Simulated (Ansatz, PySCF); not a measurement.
ClF₃Zr, multiplicity 1. Atoms are numbered in the order given.

```xyz
5

Zr     0.0000     0.0000    -0.2664
F     -1.5408    -0.8896    -0.9177
F      0.0000     1.7792    -0.9177
F      1.5408    -0.8896    -0.9177
Cl     0.0000     0.0000     2.0844
```

Coordinates come from a r2SCAN-D4/def2-SVP optimisation. The spin state was assumed, not searched. The structure was generated by enumeration; whether it is a known compound was not checked. The def2 effective core potentials stand for the cores of Zr; spin–orbit coupling is left out.

Vertical ionisation energy (IE) and electron affinity (EA) in eV. Rows of orbital energies are one-electron estimates. Where ΔSCF, EOM or ADC give a negative EA the extra electron is unbound and the value depends on the basis.

```tsv
level	IE	EA
−ε(HOMO), −ε(LUMO), M06-2X/def2-TZVP (PySCF)	11.42	1.03
−ε(HOMO), −ε(LUMO), PBE/def2-TZVP (PySCF)	?	?
ΔSCF, CAM-B3LYP/def2-SVPD (Ansatz), final states of multiplicity 2 and 2	12.71	-0.12
ΔSCF, PBE/def2-SVPD (Ansatz), final states of multiplicity 2 and 2	12.31	-0.19
```

Task: Fill in the missing entries. (Estimate from the structure and the level; the computed values follow.)

Result: 
- −ε(HOMO), −ε(LUMO), PBE/def2-TZVP (PySCF), IE: 8.54
- −ε(HOMO), −ε(LUMO), PBE/def2-TZVP (PySCF), EA: 2.69

Task: What vertical singlet–triplet gap does ΔSCF give with CAM-B3LYP/def2-SVPD (Ansatz, a quantum-chemistry and plane-wave program) and with PBE/def2-SVPD (Ansatz)? (Estimate from the structure and the level; the computed values follow.)

Result: 6.80 and 6.70 eV (triplet above singlet where positive).
